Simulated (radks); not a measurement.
Species: Se. Configuration: [Ar] 3d10 4s2 4p4.

Method: scalar-relativistic Kohn-Sham, BLYP, spin-polarised, spherical densities, finite nucleus; open shells are filled with parallel spins first; Fermi nuclear charge, rms radius 4.14 fm; computed with a radial shooting solver on a logarithmic mesh with Libxc functionals.

Energy parts (hartree):
total: -2430.39589
kinetic: 2480.13947
electron-nucleus: -5858.75573
Hartree: 1036.47687
exchange-correlation: -88.25650

Orbitals (lengths in bohr, moments of r in powers of bohr):
| orbital | occ. | eigenvalue (hartree) | <r> | <r^2> | <r^4> |
|---|---|---|---|---|---|
| 1s up | 1 | -459.6540 | 0.04408 | 0.002616 | 0.00001763 |
| 1s down | 1 | -459.6503 | 0.04408 | 0.002616 | 0.00001763 |
| 2s up | 1 | -59.06692 | 0.1960 | 0.04528 | 0.003547 |
| 2s down | 1 | -59.06498 | 0.1960 | 0.04528 | 0.003547 |
| 2p up | 3 | -51.96386 | 0.1711 | 0.03585 | 0.002579 |
| 2p down | 3 | -51.96047 | 0.1711 | 0.03585 | 0.002579 |
| 3s up | 1 | -7.82998 | 0.5743 | 0.3798 | 0.2307 |
| 3s down | 1 | -7.82524 | 0.5742 | 0.3797 | 0.2303 |
| 3p up | 3 | -5.61002 | 0.5899 | 0.4085 | 0.2857 |
| 3p down | 3 | -5.60473 | 0.5897 | 0.4080 | 0.2846 |
| 3d up | 5 | -1.94581 | 0.6320 | 0.5006 | 0.5689 |
| 3d down | 5 | -1.93866 | 0.6301 | 0.4966 | 0.5555 |
| 4s up | 1 | -0.65157 | 1.789 | 3.680 | 22.25 |
| 4s down | 1 | -0.60125 | 1.793 | 3.710 | 23.03 |
| 4p up | 3 | -0.25268 | 2.281 | 6.151 | 70.04 |
| 4p down | 1 | -0.20592 | 2.360 | 6.668 | 86.57 |

The highest occupied level is 4p down at -5.603 eV. The density falls to 0.001 e/bohr^3 at r = 4.29 bohr. The electron density at the nucleus is 4.029e+04 e/bohr^3 (large components only). Summed over all electrons, <r^2> = 41.02 bohr^2, which gives a Langevin (diamagnetic) susceptibility term of -32.5 x 10^-6 cm^3/mol. For comparison, the ionisation energy in NIST's Atomic Spectra Database is 9.752 eV (measured). In exact Kohn-Sham theory the highest level is minus the ionisation energy, but local and semilocal functionals leave it too shallow, through self-interaction and a potential that decays too fast; potentials with the right tail come closer.
